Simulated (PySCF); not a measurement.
C₂H₄NO, charge -1, multiplicity 1. Atoms are numbered in the order given.

```xyz
8

C     -0.2030     1.3540     0.0000
C      0.0335    -0.1614     0.0000
N     -1.0636    -0.8874     0.0000
O      1.2423    -0.5343     0.0000
H      0.2790     1.7996    -0.8852
H     -1.2746     1.5970     0.0000
H      0.2790     1.7996     0.8852
H     -0.7596    -1.8653     0.0000
```
Charge -1, spin multiplicity 1.

The structure is a stationary point at PBE0-D3(BJ)/def2-SVPD. The spin state was assumed, not searched. The isomer is the one that the SMILES or the coordinates give; other isomers of the formula were not compared. The values are those of a single conformer.

The numbers are results of CAM-B3LYP/def2-TZVPD (PySCF), not measurements.

The molecule is in vacuum.

| Quantity | Value |
|---|---|
| total energy | -208.62589 hartree |
| point group | Cs |
| highest occupied level | -2.11 eV |
| lowest empty level | 4.75 eV |
| orbital gap | 6.85 eV |
| dipole moment about the centre of nuclear charge | 2.46 D |
| mean static polarisability | 50.9 bohr³ (7.54 Å³) |
| polarisability, principal values | 38.3, 54.2, 60.1 bohr³ |
